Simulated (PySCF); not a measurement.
CH4ClFOSi2.

```xyz
10

O      0.0826    -1.0722    -2.1222
C      0.1793    -0.6347    -0.9943
Si     1.7814     0.3522    -0.5369
F      1.8691     0.4175     1.0873
Si    -1.2609    -0.8640     0.2891
Cl    -1.5992     1.0337     1.0449
H      1.7013     1.7317    -1.0873
H      2.9635    -0.3832    -1.0573
H     -2.4831    -1.3660    -0.3919
H     -0.8398    -1.7631     1.3997
```
Charge 0, spin multiplicity 1.

Coordinates come from a PBE0-D3(BJ)/def2-SVP optimisation. The structure was generated by enumeration, and PubChem lists no compound with its InChIKey, so it may never have been made. One conformer was computed; it need not be the lowest.

The numbers are results of PBE/pcSseg-1 run with PySCF, not measurements. Non-relativistic, no solvent.

Give the absolute GIAO shielding of each atom: isotropic value and principal components (ppm). (The exact figures need the calculation; the answer reports its results.)


```csv
atom,σ(iso),σ11,σ22,σ33,span
O1,-769.7,-2155.0,-548.4,394.2,2549.2
C2,-118.8,-303.9,-111.4,58.8,362.8
Si3,368.8,285.3,343.3,477.8,192.5
F4,386.3,361.6,385.8,411.5,49.9
Si5,374.1,315.7,361.4,445.2,129.5
Cl6,990.0,939.9,995.3,1034.9,95.0
H7,26.0,23.2,25.1,29.7,6.5
H8,26.4,23.0,25.2,31.1,8.1
H9,26.5,22.9,24.4,32.2,9.2
H10,25.6,22.4,24.5,30.1,7.7
```
